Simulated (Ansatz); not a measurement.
Process, species as SMILES: F[SiH2]F → 2 F atom + 2 H atom + Si atom
B3LYP-D3(BJ)/def2-TZVP geometries, fixed; electronic energies without zero-point terms.
Largest species:
```
Si
F 1 1.5916
F 1 1.5916 2 107.98
H 1 1.4696 2 108.50 3 -117.41
H 1 1.4696 4 114.67 2 121.46
```

Basis-set convergence of the atomisation energy at B3LYP with Ansatz (an electronic-structure program). Cartesian d functions, on some or all atoms, in 6-31G*, 6-31+G*, 6-311G**, 6-311+G**; all else is spherical. The program fits the integrals of some runs and decomposes those of others, by size. Open shells are unrestricted. No added dispersion term, no relativity. Functions are those of the species that has most. Reference: the value in aug-pcseg-3, 439.28 kcal/mol, itself unsure by roughly 0.28 kcal/mol (its mean distance from aug-cc-pV(Q+d)Z, cc-pV(5+d)Z, def2-QZVPPD). Deviations are taken from unrounded values.

```csv
basis,functions,atomisation energy (kcal/mol)
6-31G*,53,430.56
6-31+G*,65,424.02
def2-SVP,56,427.43
def2-SVPD,86,425.38
pcseg-1,56,420.41
aug-pcseg-1,91,423.13
cc-pV(D+d)Z,61,422.80
aug-cc-pV(D+d)Z,96,424.02
6-311G**,75,422.74
6-311+G**,87,419.69
def2-TZVP,111,436.98
def2-TZVPD,141,436.73
pcseg-2,122,437.30
aug-pcseg-2,188,438.18
cc-pV(T+d)Z,127,437.85
aug-cc-pV(T+d)Z,193,437.22
def2-TZVPP,132,437.27
def2-TZVPPD,162,437.00
cc-pV(Q+d)Z,234,440.10
aug-cc-pV(Q+d)Z,341,439.36
def2-QZVPP,244,438.68
def2-QZVPPD,274,438.56
pcseg-3,250,439.22
aug-pcseg-3,357,439.28
```

What the diffuse functions change, pair by pair:
- 6-31G* to 6-31+G*: 12 more functions, deviation -8.72 to -15.27 kcal/mol
- def2-SVP to def2-SVPD: 30 more functions, deviation -11.85 to -13.90 kcal/mol
- pcseg-1 to aug-pcseg-1: 35 more functions, deviation -18.87 to -16.16 kcal/mol
- cc-pV(D+d)Z to aug-cc-pV(D+d)Z: 35 more functions, deviation -16.48 to -15.26 kcal/mol
- 6-311G** to 6-311+G**: 12 more functions, deviation -16.54 to -19.60 kcal/mol
- def2-TZVP to def2-TZVPD: 30 more functions, deviation -2.30 to -2.55 kcal/mol
- pcseg-2 to aug-pcseg-2: 66 more functions, deviation -1.98 to -1.11 kcal/mol
- cc-pV(T+d)Z to aug-cc-pV(T+d)Z: 66 more functions, deviation -1.43 to -2.06 kcal/mol
- def2-TZVPP to def2-TZVPPD: 30 more functions, deviation -2.01 to -2.28 kcal/mol
- cc-pV(Q+d)Z to aug-cc-pV(Q+d)Z: 107 more functions, deviation 0.81 to 0.08 kcal/mol
- def2-QZVPP to def2-QZVPPD: 30 more functions, deviation -0.60 to -0.73 kcal/mol
- pcseg-3 to aug-pcseg-3: 107 more functions, deviation -0.06 to 0.00 kcal/mol

Leaving out the reference's own pair, they bring the value nearer the reference by more than 0.28 kcal/mol in 4 of 11 pairs.
